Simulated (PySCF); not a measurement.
SMILES N#CC(F)=C=C=C=CF, C6HF2N

Geometry:
| atom | x (Å) | y (Å) | z (Å) |
| --- | --- | --- | --- |
| N1 | -3.102 | 1.816 | -1.848 |
| C2 | -2.679 | 0.936 | -1.223 |
| C3 | -2.149 | -0.148 | -0.456 |
| F4 | -3.038 | -1.085 | -0.140 |
| C5 | -0.880 | -0.214 | -0.093 |
| C6 | 0.357 | -0.226 | 0.230 |
| C7 | 1.595 | -0.245 | 0.555 |
| C8 | 2.881 | -0.294 | 0.836 |
| F9 | 3.401 | 0.218 | 1.936 |
| H10 | 3.626 | -0.762 | 0.181 |

Theory: PySCF 2.14.0, TDDFT CAM-B3LYP/aug-cc-pVDZ excited states, vertical, gas phase. Geometry: PBE0-D3(BJ)/def2-SVP.

Question: Give the one- and two-photon strengths of the lowest singlets.

Answer: δ for parallel linear polarisation; σ at the peak of a Lorentzian of half width 0.1 eV, single beam; Ω is circular over linear.
| state | E (eV) | f | photon λ (nm) | δ (au) | σ (GM) | Ω | main |
| --- | --- | --- | --- | --- | --- | --- | --- |
| S1 | 3.36 | 0.000 | 738 | 0.1 | 0.00 | 1.47 | HOMO−1→LUMO 0.95 |
| S2 | 3.70 | 0.000 | 670 | 0.22 | 0.00 | 1.47 | HOMO→LUMO+1 0.95 |
| S3 | 4.45 | 0.071 | 557 | 29.3 | 0.21 | 0.55 | HOMO→LUMO 0.65, HOMO−1→LUMO+1 0.33 |
| S4 | 5.64 | 1.901 | 440 | 7.61 | 0.09 | 1.07 | HOMO−1→LUMO+1 0.58, HOMO→LUMO 0.29 |
| S5 | 6.16 | 0.000 | 403 | 0.3 | 0.00 | 1.25 | HOMO−2→LUMO 0.72, HOMO−4→LUMO 0.08 |
| S6 | 6.25 | 0.000 | 397 | 0.64 | 0.01 | 1.50 | HOMO−3→LUMO+1 0.44, HOMO→LUMO+4 0.18 |

Among these, the strongest one-photon state is S4, the strongest two-photon state S3, with a dipole change of 0.2 D (relaxed, norm of the difference vector).
